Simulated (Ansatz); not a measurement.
Sc₅, relaxed as a doublet with UKS PBE-D4/def2-SVP in Ansatz, starting from the GFN2-xTB geometry. Force threshold 0.02 eV/Å.

The charge 0 doublet is spin-contaminated (final ⟨S²⟩ up to 1.60, 0.75 for a pure state). At PBE-D4/def2-SVP a sextet of charge 0 lies 0.17 eV below the doublet, each at its own geometry. The structure comes from a short search, and lower isomers may exist.

Start:

```xyz
5

Sc    1.6071   -0.9886    0.3657
Sc    0.6200    0.5142    3.0403
Sc   -1.5649    1.4255    1.1537
Sc    0.7971   -1.3842   -2.7276
Sc   -1.4593    0.4331   -1.8320
```

```json
{"step": "1", "energy (eV)": "-103447.4589", "largest force component (eV/Å)": "1.487", "SCF passes": "455"}
{"step": "2", "energy (eV)": "-103448.0581", "largest force component (eV/Å)": "1.501", "SCF passes": "115"}
{"step": "3", "energy (eV)": "-103448.5952", "largest force component (eV/Å)": "1.499", "SCF passes": "187"}
{"step": "4", "energy (eV)": "-103449.1479", "largest force component (eV/Å)": "1.232", "SCF passes": "355"}
{"step": "5", "energy (eV)": "-103449.4103", "largest force component (eV/Å)": "0.607", "SCF passes": "122"}
{"step": "6", "energy (eV)": "-103449.5055", "largest force component (eV/Å)": "0.301", "SCF passes": "99"}
{"step": "7 (rejected)", "energy (eV)": "-103449.4789", "largest force component (eV/Å)": "0.675", "SCF passes": "120"}
{"step": "8", "energy (eV)": "-103449.5424", "largest force component (eV/Å)": "0.141", "SCF passes": "104"}
{"step": "9", "energy (eV)": "-103449.5632", "largest force component (eV/Å)": "0.173", "SCF passes": "112"}
{"step": "10", "energy (eV)": "-103449.5851", "largest force component (eV/Å)": "0.112", "SCF passes": "91"}
{"step": "11", "energy (eV)": "-103449.6345", "largest force component (eV/Å)": "0.149", "SCF passes": "126"}
{"step": "12", "energy (eV)": "-103449.7211", "largest force component (eV/Å)": "0.239", "SCF passes": "102"}
{"step": "13", "energy (eV)": "-103449.8763", "largest force component (eV/Å)": "0.307", "SCF passes": "87"}
{"step": "14", "energy (eV)": "-103450.0893", "largest force component (eV/Å)": "0.410", "SCF passes": "83"}
{"step": "15", "energy (eV)": "-103450.3164", "largest force component (eV/Å)": "0.398", "SCF passes": "85"}
{"step": "16", "energy (eV)": "-103450.5362", "largest force component (eV/Å)": "0.282", "SCF passes": "93"}
{"step": "17", "energy (eV)": "-103450.7428", "largest force component (eV/Å)": "0.404", "SCF passes": "118"}
{"step": "18", "energy (eV)": "-103450.9596", "largest force component (eV/Å)": "0.381", "SCF passes": "134"}
{"step": "19", "energy (eV)": "-103451.1813", "largest force component (eV/Å)": "0.394", "SCF passes": "96"}
{"step": "20", "energy (eV)": "-103451.3611", "largest force component (eV/Å)": "0.230", "SCF passes": "113"}
{"step": "21", "energy (eV)": "-103451.4506", "largest force component (eV/Å)": "0.115", "SCF passes": "108"}
{"step": "22 (rejected)", "energy (eV)": "-103451.4395", "largest force component (eV/Å)": "0.324", "SCF passes": "122"}
{"step": "23", "energy (eV)": "-103451.4568", "largest force component (eV/Å)": "0.087", "SCF passes": "91"}
{"step": "24", "energy (eV)": "-103451.4577", "largest force component (eV/Å)": "0.077", "SCF passes": "79"}
{"step": "25", "energy (eV)": "-103451.4598", "largest force component (eV/Å)": "0.033", "SCF passes": "76"}
{"step": "26 (rejected)", "energy (eV)": "-103451.4591", "largest force component (eV/Å)": "0.079", "SCF passes": "64"}
{"step": "27", "energy (eV)": "-103451.4603", "largest force component (eV/Å)": "0.012", "SCF passes": "67"}
{"step": "28", "energy (eV)": "-103451.4603", "largest force component (eV/Å)": "0.011", "SCF passes": "64"}
```

Force components are those of the run's own axes.

End:

Cartesian coordinates in Å:
```
Sc 1.229 -1.089 0.361
Sc -0.563 0.163 2.327
Sc 0.313 1.544 -0.008
Sc 0.579 -0.094 -2.328
Sc -1.558 -0.524 -0.353
```

Bonds formed: Sc2–Sc5, Sc3–Sc4 (atoms count from 1). Metal–metal contacts that move far: Sc1–Sc3 4.06 to 2.81 Å, Sc1–Sc5 4.03 to 2.93 Å.

The force fell under the threshold at step 27, but the optimiser went on. No frequencies were taken in this run, so the end may be a saddle point.

Run time 18 min (4 threads of Arm Neoverse N1 on a shared host), peak host memory 0.69 GiB.
